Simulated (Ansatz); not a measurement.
A run for Ansatz (a quantum-chemistry and plane-wave program): U-B3LYP/def2-TZVPP on HO3 (SMILES [O]OO).

Ansatz 0.2 input:
```yaml
crystal:
  periodic: [false, false, false]
  atoms:
    - {symbol: O, position_ang: [-0.50286194, -0.15088175, -0.83344486]}
    - {symbol: O, position_ang: [-0.50927638, -0.15278171, 0.67078547]}
    - {symbol: H, position_ang: [0.41903260, 0.12570016, -0.99331540]}
    - {symbol: O, position_ang: [0.59310571, 0.17796331, 1.15597480]}
basis:
  gaussian:
    orbitals: def2-TZVPP
hamiltonian:
  xc: {name: B3LYP}
magnetization: {spin_polarized: true, initial_magnetization: 1}
```

It printed:

```
WARN ansatz: RAYON_NUM_THREADS=1 ignored (pool sized by the plan → 1); use --threads N
Functional definition: B3LYP
integrals: 0.02 GiB planned
512 factors; their error is unknown
mean field: 0.31 GiB planned
mean field evaluation 1: about -6150.5730 eV, gradient 3.5e1 eV
mean field evaluation 2: about -6136.6955 eV, gradient 7.2e1 eV
mean field evaluation 4: about -6153.9081 eV, gradient 9.9e0 eV
mean field evaluation 8: about -6154.2382 eV, gradient 1.2e-1 eV
mean field evaluation 16: about -6154.2509 eV, gradient 4.9e-3 eV
mean field -6154.25085715 eV, -226.1645474993 hartree, gradient 2.8e-5 eV, S^2 0.755675; 0 other end points of the search recorded, 0 dependent functions left out
reference -6154.25102065 eV, -226.1645535077 hartree; 13, 12 occupied and 94, 95 virtual orbitals, 512 factors
Total energy: -6154.25102065 eV, -226.1645535077 hartree
```

The calculation finished and met its thresholds.

Cost: roughly 1.7 core-seconds.
